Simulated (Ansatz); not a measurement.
The first iterations of a band of GaH3O + H2S (8 atoms, charge 0, multiplicity 1).

Theory: RHF/def2-SVP in Ansatz.

- movable images: 7
- climbing image: yes
- spring: 5.0 eV/Å²
- optimiser: quadratic models (default)
- start path: through a guess of the saddle point
- force threshold: 0.05 eV/Å
- iteration limit: 60
- end points: relaxed

First end point:

```xyz
8
Properties=species:S:1:pos:R:3
Ga -0.018 -0.060 0.166
O -0.242 -0.704 1.830
H -1.097 -1.011 2.083
H 1.472 0.024 -0.314
H -1.290 0.022 -0.757
S -0.042 2.667 1.211
H 1.284 2.816 1.260
H -0.134 2.142 2.435
```

Last end point:

```xyz
8
Properties=species:S:1:pos:R:3
Ga 0.097 0.579 0.060
O -0.326 -0.172 2.092
H -1.040 -0.778 2.239
H 1.508 -0.057 -0.197
H -1.241 0.085 -0.603
S 0.043 2.755 0.720
H 1.352 2.903 0.947
H -0.459 0.580 2.657
```

| iteration | highest image above the first end (eV) | largest band force component (eV/Å) |
| --- | --- | --- |
| 1 | 2.446 | 8.679 |
| 2 | 1.141 | 2.866 |
| 3 | 0.661 | 1.700 |
| 4 | 0.476 | 1.265 |
| 5 | 0.751 | 1.416 |

**Question.** Does the band converge within its limit, and where does its top end?

**Answer.** The forces met the threshold. It ended after 15 iterations with the highest image 0.574 eV above the first end. A vibrational analysis at the climbing image gives one clearly imaginary mode, 1455i cm⁻¹: a first-order saddle point. The orbitals stay closed-shell, which can raise the energy where a bond breaks towards radicals; this wasn't checked here.

Run time: 3.1 min on 1 thread of Arm Neoverse V1, with other jobs on the host, peak memory 0.2 GiB.
